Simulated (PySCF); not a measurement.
Molfile (atoms numbered from 1):
```
Al2Cl3H3
     RDKit          3D

  8  8  0  0  0  0  0  0  0  0999 V2000
   -2.9098    0.9396    0.4787 Cl  0  0  0  0  0  0  0  0  0  0  0  0
   -1.4962   -0.5153   -0.0593 Al  0  0  0  0  0  4  0  0  0  0  0  0
    0.1412   -0.4948    1.5416 Cl  0  0  0  0  0  0  0  0  0  0  0  0
    1.6318    0.4306    0.0151 Al  0  0  0  0  0  4  0  0  0  0  0  0
   -0.0383    0.3738   -1.5949 Cl  0  0  0  0  0  0  0  0  0  0  0  0
   -1.8809   -1.9777   -0.4653 H   0  0  0  0  0  0  0  0  0  0  0  0
    1.8779    1.9340    0.4132 H   0  0  0  0  0  0  0  0  0  0  0  0
    2.6854   -0.6806   -0.3551 H   0  0  0  0  0  0  0  0  0  0  0  0
  1  2  1  0
  2  3  1  0
  3  4  1  0
  4  5  1  0
  5  2  1  0
  2  6  1  0
  4  7  1  0
  4  8  1  0
M  CHG  4   2  -1   3   1   4  -1   5   1
M  END
```

Geometry: PBE0-D3(BJ)/def2-SVP; GIAO shifts from PySCF 2.14.0 with density-fitted response routines, gas phase, non-relativistic, averaged over equivalent atoms.

At PBE0/STO-3G (48 basis functions, 3 s wall time on 1 thread of an Arm Neoverse V1, shared host):
| atoms | δ (ppm) |
| --- | --- |
| Cl1 | -132.8 |
| Cl3/Cl5 | -158.8 |
| Al4 | 42.8 |
| Al2 | 13.1 |
| H6 | 3.23 |
| H7 | 2.96 |
| H8 | 2.86 |

Scale: ³⁵Cl (σref 1025.84) vs HCl; ²⁷Al (σref 475.03) vs AlH4-; ¹H (σref 32.60) against TMS (reference shieldings calculated alike).

Question: What do these become at LC-wPBE/pcSseg-2?

Answer: 
```json
{"atoms": "Cl1", "δ at LC-wPBE/pcSseg-2": "6.9", "change": "+139.7"}
{"atoms": "Cl3/Cl5", "δ at LC-wPBE/pcSseg-2": "39.5", "change": "+198.3"}
{"atoms": "Al4", "δ at LC-wPBE/pcSseg-2": "67.6", "change": "+24.8"}
{"atoms": "Al2", "δ at LC-wPBE/pcSseg-2": "45.3", "change": "+32.2"}
{"atoms": "H6", "δ at LC-wPBE/pcSseg-2": "4.58", "change": "+1.35"}
{"atoms": "H7", "δ at LC-wPBE/pcSseg-2": "4.54", "change": "+1.58"}
{"atoms": "H8", "δ at LC-wPBE/pcSseg-2": "4.50", "change": "+1.64"}
```

Chemical shifts δ = σref − σ; ³⁵Cl (944.79 ppm) vs HCl; AlH4- for ²⁷Al (484.89 ppm); ¹H (31.32 ppm) against TMS, all at this level.

The largest change is at Cl3/Cl5 (chlorine bonded to 2 Al, in a 4-membered ring). Cost: 257 basis functions, 45 s wall time on 1 thread of an Arm Neoverse V1, shared host.
